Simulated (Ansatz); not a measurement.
Relaxed structures of CH3SSe (charge -1), closed shell (PBE0-D4/def2-TZVPD; forces vanish, vibrations not checked; lower isomers may exist, and structures with a doubtful reference or unclear bonds are left out; Å). Program: Ansatz 0.2.0. Basis: def2-TZVPPD. Cores are frozen in the correlated methods. Filled d shells of the heavier atoms are correlated. The def2 sets are not built for correlating such inner shells, so the correlated values are less sure here.

**Question.** Rank them by CCSD(T) energy, lowest first, and give each one's height above the lowest. Links in brackets join atoms within 1.22 times the sum of their covalent radii (1.1 for two metals). (An estimate is asked for; the value comes from the calculation.)
A.
CH₃SSe ([S][CH2][SeH]), total charge -1
```
6
angstrom
S -1.4509 -1.1236 0.2138
C -0.1558 -0.1822 -0.5200
Se 1.3040 0.5079 0.7363
H 0.4563 -0.7464 -1.2315
H -0.5011 0.7313 -1.0057
H 0.3475 0.8130 1.8070
```
B.
CH₃SSe ([CH2][SeH][S]), total charge -1
```
6
angstrom
S 2.9157 0.4916 1.4299
C -0.0264 0.1491 -0.4641
Se 0.8412 1.0147 0.9296
H 0.2372 -0.9115 -0.5071
H 0.2772 0.6633 -1.3812
H 0.1768 0.2664 2.0261
```
C.
CH₃SSe ([SH][CH][SeH]), total charge -1
```
6
angstrom
S -1.5296 -1.3188 0.1123
C -0.2083 -0.2665 -0.2550
Se 1.0788 0.0832 1.1169
H 0.3196 -0.5052 -1.1761
H -1.0486 -2.5980 0.3503
H 0.7370 1.4878 1.4788
```
D.
CH₃SSe ([SH][CH2][Se]), total charge -1
```
6
angstrom
S 1.1990 0.5906 0.6391
C -0.0582 -0.0995 -0.5087
Se -1.5020 -1.0904 0.3437
H 0.5044 -0.7481 -1.1832
H -0.4639 0.7335 -1.0826
H 0.3908 0.5915 1.7131
```

**Answer.** By the calculation: D (0.000 eV), A (0.292 eV), C (1.840 eV), B (2.005 eV). Heights count from the lowest.

The T1 diagnostic stays at or below 0.016.

For scale, one of the runs: CCSD(T)/def2-TZVPPD, 196 basis functions, launched by `ansatz run in.yaml --threads 2 --pin off --events-out ev --progress --plain --max-ram 4352MiB`. Hardware: 2 CPU threads of an AMD EPYC 7R13, shared host. Wall time 78 s; peak host memory 2.2 GiB.
